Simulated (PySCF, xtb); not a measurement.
C₄H₈ClF, SMILES CCC[C@@H](F)Cl.

GFN2-xTB (xtb) at its own geometry gives an orbital gap of 6.82 eV and a dipole moment of 2.70 D.

Geometry optimised at B3LYP-D3(BJ)/def2-SVP. The structure was generated by enumeration; whether it is a known compound was not checked. The values are those of a single conformer.

Question: What does r2SCAN/def2-TZVP in PySCF give? (An estimate is asked for; the answer gives what the named calculation found.)

Answer: gap 7.24 eV (levels -7.47 and -0.23 eV), dipole 2.42 D.
